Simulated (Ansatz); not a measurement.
Ideal-gas functions of `F[CH2][GaH][F]` at 600 K and 1 bar, from an Ansatz frequency run at PBE0-D4/def2-TZVP.

Molar mass 122.75 g/mol, point group Cs (symmetry number 1), electronic degeneracy 1, moments of inertia 32.513, 208.019, 237.397 u Å². Harmonic wavenumbers (cm⁻¹, unscaled): 56, 115, 265, 407, 561, 620, 671, 704, 1061, 1241, 1278, 1457, 2029, 3045, 3098.

Use S(trans) = R[1.5 ln M + 2.5 ln T − 1.1517]; rotational temperatures θ = 24.2544 K / I; S(rot) = R[ln(√π/σ · √(T³/θAθBθC)) + 1.5]; for each mode x = 1.438777 ν̃/T, S = R[x/(eˣ − 1) − ln(1 − e⁻ˣ)] and H = RT x/(eˣ − 1); 1 cm⁻¹ = 0.0119627 kJ/mol; R = 8.31446 J/(mol·K).

Q: By hand: the entropy, in J/(mol·K).

A: Translation 183.4. Rotation: θ = 0.746, 0.1166, 0.1022 K, giving 116.6. Vibration, mode by mode: 25.01, 19.05, 12.22, 8.84, 6.45, 5.74, 5.20, 4.88, 2.48, 1.77, 1.64, 1.17, 0.38, 0.05, 0.04, in all 94.9. Electronic 0.0. Sum 394.9 J/(mol·K).

Q: By hand: H − E and G − E in kJ/mol, counted from the electronic energy.

A: Zero-point energy ½ × 16608 × 0.0119627 = 99.3; thermal vibration 27.4; translation, rotation and pV give 4 RT = 20.0. H − E = 146.7 kJ/mol, and G − E = 146.7 − 600 × 394.9/1000 = -90.2 kJ/mol.

Vibration gives 24 % of the entropy, 44.1 J/(mol·K) of it from the modes under 150 cm⁻¹: soft modes count most, and the harmonic formula is weakest for them. The sum counts one conformer and one mirror image; others add a mixing term.
